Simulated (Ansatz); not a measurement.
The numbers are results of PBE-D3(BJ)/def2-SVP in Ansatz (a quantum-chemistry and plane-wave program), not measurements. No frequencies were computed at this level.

Ansatz 0.2 input:
```yaml
crystal:
  periodic: [false, false, false]
  atoms:
    - { symbol: C, position_ang: [4.800921, 0.877814, -0.170139] }
    - { symbol: C, position_ang: [3.645178, 0.553476, -0.107157] }
    - { symbol: C, position_ang: [2.293718, 0.198031, -0.037857] }
    - { symbol: C, position_ang: [1.772303, -1.035123, 0.201876] }
    - { symbol: C, position_ang: [0.350943, -1.046994, 0.203811] }
    - { symbol: C, position_ang: [-0.517794, -2.121206, 0.412542] }
    - { symbol: C, position_ang: [-1.875694, -1.901617, 0.369494] }
    - { symbol: C, position_ang: [-2.387124, -0.62886, 0.121766] }
    - { symbol: C, position_ang: [-1.565868, 0.468111, -0.091435] }
    - { symbol: Si, position_ang: [-2.234367, 2.198516, -0.428231] }
    - { symbol: C, position_ang: [-0.194716, 0.227893, -0.044332] }
    - { symbol: S, position_ang: [1.052411, 1.419435, -0.275869] }
    - { symbol: H, position_ang: [5.812821, 1.148179, -0.221428] }
    - { symbol: H, position_ang: [2.377952, -1.907892, 0.3717] }
    - { symbol: H, position_ang: [-0.115732, -3.105009, 0.604057] }
    - { symbol: H, position_ang: [-2.558175, -2.723712, 0.529261] }
    - { symbol: H, position_ang: [-3.458296, -0.490761, 0.09463] }
    - { symbol: H, position_ang: [-1.75204, 3.102376, 0.61804] }
    - { symbol: H, position_ang: [-1.751476, 2.644254, -1.736824] }
    - { symbol: H, position_ang: [-3.694966, 2.123087, -0.413907] }
basis:
  gaussian: { orbitals: def2-svp }
hamiltonian:
  xc: pbe
  dispersion: d3bj
relax:
  max_steps: 150
```

Output:

```
Functional definition: PBE
2445 factors; their error is unknown
mean field evaluation 1: about -29151.0175 eV, gradient 9.2e1 eV
mean field evaluation 2: about -29031.2581 eV, gradient 2.2e2 eV
mean field evaluation 4: about -29170.7361 eV, gradient 4.1e1 eV
mean field evaluation 8: about -29175.8108 eV, gradient 9.0e-1 eV
mean field evaluation 16: about -29175.6608 eV, gradient 6.3e-3 eV
mean field -29175.66083789 eV, -1072.1857598192 hartree, gradient 6.4e-5 eV, S^2 0.000000; 0 other end points of the search recorded, 0 dependent functions left out
reference -29175.66088390 eV, -1072.1857615101 hartree; 49, 49 occupied and 167, 167 virtual orbitals, 2445 factors
relax step   1: F+E_penalty+E_count = -29176.40755036 eV  Δ(F+E_penalty+E_count) = +0.000e0 eV  max|allowed force component| = 1.794e0 eV/Å  Δτ_max = 0.0000 Å  (36 SCF iters, accepted)
these checks for a lower state are left out or cut short: starts, cluster_reference, orbital_swaps, neighbouring_geometries, increment
2445 factors; their error is unknown
mean field -29175.88579197 eV, -1072.1940267290 hartree, gradient 1.4e-5 eV, S^2 0.000000; 0 other end points of the search recorded, 0 dependent functions left out
reference -29175.88583878 eV, -1072.1940284494 hartree; 49, 49 occupied and 167, 167 virtual orbitals, 2445 factors
relax step   2: F+E_penalty+E_count = -29176.62601204 eV  Δ(F+E_penalty+E_count) = -2.185e-1 eV  max|allowed force component| = 2.715e-1 eV/Å  Δτ_max = 0.0901 Å  (37 SCF iters, accepted)
these checks for a lower state are left out or cut short: starts, cluster_reference, orbital_swaps, neighbouring_geometries, increment
2445 factors; their error is unknown
mean field evaluation 32: about -29176.0533 eV, gradient 1.4e0 eV
mean field -29175.90301713 eV, -1072.1946597422 hartree, gradient 1.4e-5 eV, S^2 0.000000; 0 other end points of the search recorded, 0 dependent functions left out
reference -29175.90306414 eV, -1072.1946614697 hartree; 49, 49 occupied and 167, 167 virtual orbitals, 2445 factors
relax step   3: F+E_penalty+E_count = -29176.64143834 eV  Δ(F+E_penalty+E_count) = -1.543e-2 eV  max|allowed force component| = 1.177e-1 eV/Å  Δτ_max = 0.0217 Å  (37 SCF iters, accepted)
these checks for a lower state are left out or cut short: starts, cluster_reference, orbital_swaps, neighbouring_geometries, increment
2445 factors; their error is unknown
mean field -29175.90357570 eV, -1072.1946802692 hartree, gradient 1.4e-5 eV, S^2 0.000000; 0 other end points of the search recorded, 0 dependent functions left out
reference -29175.90362269 eV, -1072.1946819962 hartree; 49, 49 occupied and 167, 167 virtual orbitals, 2445 factors
relax step   4: F+E_penalty+E_count = -29176.64185782 eV  Δ(F+E_penalty+E_count) = -4.195e-4 eV  max|allowed force component| = 4.201e-2 eV/Å  Δτ_max = 0.0084 Å  (37 SCF iters, accepted)
these checks for a lower state are left out or cut short: starts, cluster_reference, orbital_swaps, neighbouring_geometries, increment
2445 factors; their error is unknown
mean field -29175.90390945 eV, -1072.1946925343 hartree, gradient 1.4e-5 eV, S^2 0.000000; 0 other end points of the search recorded, 0 dependent functions left out
reference -29175.90395641 eV, -1072.1946942600 hartree; 49, 49 occupied and 167, 167 virtual orbitals, 2445 factors
relax step   5: F+E_penalty+E_count = -29176.64204014 eV  Δ(F+E_penalty+E_count) = -1.823e-4 eV  max|allowed force component| = 2.375e-2 eV/Å  Δτ_max = 0.0130 Å  (37 SCF iters, accepted)
these checks for a lower state are left out or cut short: starts, cluster_reference, orbital_swaps, neighbouring_geometries, increment
2445 factors; their error is unknown
mean field -29175.90390907 eV, -1072.1946925205 hartree, gradient 2.1e-5 eV, S^2 0.000000; 0 other end points of the search recorded, 0 dependent functions left out
reference -29175.90395604 eV, -1072.1946942463 hartree; 49, 49 occupied and 167, 167 virtual orbitals, 2445 factors
relax step   6: F+E_penalty+E_count = -29176.64204018 eV  Δ(F+E_penalty+E_count) = -4.028e-8 eV  max|allowed force component| = 2.364e-2 eV/Å  Δτ_max = 0.0001 Å  (20 SCF iters, accepted)
these checks for a lower state are left out or cut short: starts, cluster_reference, orbital_swaps, neighbouring_geometries, increment
2445 factors; their error is unknown
mean field -29175.90396266 eV, -1072.1946944899 hartree, gradient 1.4e-5 eV, S^2 0.000000; 0 other end points of the search recorded, 0 dependent functions left out
reference -29175.90400961 eV, -1072.1946962151 hartree; 49, 49 occupied and 167, 167 virtual orbitals, 2445 factors
relax step   7: F+E_penalty+E_count = -29176.64204714 eV  Δ(F+E_penalty+E_count) = -6.960e-6 eV  max|allowed force component| = 1.456e-2 eV/Å  Δτ_max = 0.0051 Å  (37 SCF iters, accepted)
these checks for a lower state are left out or cut short: starts, cluster_reference, orbital_swaps, neighbouring_geometries, increment
2445 factors; their error is unknown
mean field evaluation 64: about -29176.0582 eV, gradient 4.2e-1 eV
mean field -29175.90398307 eV, -1072.1946952396 hartree, gradient 1.5e-5 eV, S^2 0.000000; 0 other end points of the search recorded, 0 dependent functions left out
reference -29175.90403002 eV, -1072.1946969651 hartree; 49, 49 occupied and 167, 167 virtual orbitals, 2445 factors
relax step   8: F+E_penalty+E_count = -29176.64207919 eV  Δ(F+E_penalty+E_count) = -3.205e-5 eV  max|allowed force component| = 3.472e-3 eV/Å  Δτ_max = 0.0023 Å  (26 SCF iters, accepted)
2445 factors; their error is unknown
mean field evaluation 96: about -29175.9040 eV, gradient 4.5e-5 eV
mean field -29175.90398307 eV, -1072.1946952396 hartree, gradient 1.5e-5 eV, S^2 0.000000; 1 other end points of the search recorded, 0 dependent functions left out
reference -29175.90403002 eV, -1072.1946969651 hartree; 49, 49 occupied and 167, 167 virtual orbitals, 2445 factors
Total energy: -29176.64212614 eV, -1072.2218214974 hartree
Atom 0 at     4.883244     0.889954    -0.172127 Å, force     0.000153    -0.003472     0.001378 eV/Å
Atom 1 at     3.705016     0.553241    -0.106818 Å, force     0.001373     0.001677    -0.000703 eV/Å
Atom 2 at     2.342776     0.187175    -0.035948 Å, force    -0.002470     0.000944     0.000180 eV/Å
Atom 3 at     1.796875    -1.063388     0.207282 Å, force     0.002768     0.000605    -0.000299 eV/Å
Atom 4 at     0.364096    -1.066265     0.207499 Å, force    -0.002575     0.000574     0.000011 eV/Å
Atom 5 at    -0.529448    -2.144915     0.417195 Å, force     0.001234    -0.000181     0.000029 eV/Å
Atom 6 at    -1.904397    -1.916783     0.372485 Å, force    -0.001057     0.000795    -0.000246 eV/Å
Atom 7 at    -2.415764    -0.622624     0.120571 Å, force    -0.000440    -0.002045     0.000173 eV/Å
Atom 8 at    -1.571438     0.483428    -0.094424 Å, force     0.001591    -0.000502    -0.000418 eV/Å
Atom 9 at    -2.276875     2.201356    -0.428838 Å, force    -0.000123     0.001234     0.000413 eV/Å
Atom 10 at    -0.179406     0.233579    -0.045546 Å, force    -0.000364     0.000614     0.000313 eV/Å
Atom 11 at     1.090597     1.417226    -0.275499 Å, force     0.000483    -0.001491     0.000010 eV/Å
Atom 12 at     5.923856     1.177215    -0.227436 Å, force    -0.000483     0.001494    -0.000672 eV/Å
Atom 13 at     2.418039    -1.951940     0.380339 Å, force    -0.000483    -0.000453     0.000032 eV/Å
Atom 14 at    -0.131294    -3.152039     0.613270 Å, force     0.000331     0.000172    -0.000096 eV/Å
Atom 15 at    -2.603154    -2.751073     0.534598 Å, force    -0.000143     0.000041     0.000109 eV/Å
Atom 16 at    -3.507231    -0.477668     0.092040 Å, force     0.000012     0.000086     0.000149 eV/Å
Atom 17 at    -1.814620     3.176735     0.620655 Å, force     0.000085     0.000367    -0.000177 eV/Å
Atom 18 at    -1.813802     2.712484    -1.767044 Å, force    -0.000144     0.000105     0.000010 eV/Å
Atom 19 at    -3.777070     2.114300    -0.412255 Å, force     0.000254    -0.000562    -0.000196 eV/Å
Dipole moment:     0.019693    -0.242043     0.047113 e Å
```

Cost: very roughly 90 core-seconds.
